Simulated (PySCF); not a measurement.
Trend along the fourth-period p block: MC molecules

CCSD(T) with triple-zeta basis sets in PySCF, for the lowest determinant that a PBE0 search found; no spin–orbit coupling. De refers to high-spin ground-configuration atoms.

```json
{"M": "Ga", "basis": "x2c-TZVPPall", "reference, frozen orbitals": "UHF, 10", "state (unpaired electrons)": "quartet (σ ↑, π ↑↑)", "Re (Å)": "2.000", "ωe (cm⁻¹)": "555", "De (eV)": "3.08"}
{"M": "Ge", "basis": "def2-TZVPP", "reference, frozen orbitals": "ROHF, 10", "state (unpaired electrons)": "triplet (σ ↑, π ↑)", "Re (Å)": "1.814", "ωe (cm⁻¹)": "805", "De (eV)": "3.72"}
{"M": "Se", "basis": "x2c-TZVPPall", "reference, frozen orbitals": "RHF, 10", "state (unpaired electrons)": "singlet (closed shell)", "Re (Å)": "1.684", "ωe (cm⁻¹)": "1031", "De (eV)": "6.04"}
{"M": "Br", "basis": "def2-TZVPP", "reference, frozen orbitals": "UHF, 10", "state (unpaired electrons)": "doublet (π ↑)", "Re (Å)": "1.824", "ωe (cm⁻¹)": "734", "De (eV)": "3.41"}
```

(1) By what factor does the harmonic wavenumber vary along the series?

The rows differ in basis set, which adds steps of its own.

The state changes along the series, so neighbouring rows are not always alike in their bonding.

Correlated steps freeze 10 core orbitals. UHF and ROHF references stand side by side, which adds small steps between rows. Spin–orbit coupling is left out. Where the molecule has an RHF reference, its open-shell atoms are computed with UHF. The CCSD T1 diagnostic is raised in CSe, GeC, a sign that a single reference may not be enough there. States were picked by a PBE0 search and need not be the measured ground states.

Results:

(1) At CCSD(T) it runs from 555 cm⁻¹ (GaC) to 1031 cm⁻¹ (CSe), a factor of 1.86.
